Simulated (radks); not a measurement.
Charge is removed step by step from the 3s level of neutral chlorine, starting from [Ne] 3s2 3p5. Method: scalar-relativistic Kohn-Sham, PBE, spin-unpolarised, spherical densities, finite nucleus; Fermi nuclear charge, rms radius 3.3654 fm; computed with a radial shooting solver on a logarithmic mesh with Libxc functionals.

[
 {"removed (e)": "0", "E - E(0) (eV)": "0.000", "eigenvalue (eV)": "-20.692", "E minus straight line (eV)": "0.000"},
 {"removed (e)": "0.125", "E - E(0) (eV)": "2.675", "eigenvalue (eV)": "-22.109", "E minus straight line (eV)": "-0.648"},
 {"removed (e)": "0.25", "E - E(0) (eV)": "5.528", "eigenvalue (eV)": "-23.554", "E minus straight line (eV)": "-1.118"},
 {"removed (e)": "0.375", "E - E(0) (eV)": "8.564", "eigenvalue (eV)": "-25.026", "E minus straight line (eV)": "-1.405"},
 {"removed (e)": "0.5", "E - E(0) (eV)": "11.785", "eigenvalue (eV)": "-26.522", "E minus straight line (eV)": "-1.507"},
 {"removed (e)": "0.625", "E - E(0) (eV)": "15.195", "eigenvalue (eV)": "-28.042", "E minus straight line (eV)": "-1.420"},
 {"removed (e)": "0.75", "E - E(0) (eV)": "18.797", "eigenvalue (eV)": "-29.585", "E minus straight line (eV)": "-1.142"},
 {"removed (e)": "0.875", "E - E(0) (eV)": "22.592", "eigenvalue (eV)": "-31.149", "E minus straight line (eV)": "-0.669"},
 {"removed (e)": "1", "E - E(0) (eV)": "26.584", "eigenvalue (eV)": "-32.734", "E minus straight line (eV)": "0.000"}
]

Removing the whole electron costs 26.584 eV by Delta-SCF, against 20.692 eV from minus the eigenvalue at the starting occupation. Slater's transition state (half an electron removed) gives 26.522 eV. Integrating minus the eigenvalue over the occupation (Janak's theorem) gives 26.586 eV. In this scalar-relativistic scheme the density is built from large components alone, so the theorem holds only approximately. The mean slope of the eigenvalue, de/dn, is 12.0 eV per electron.
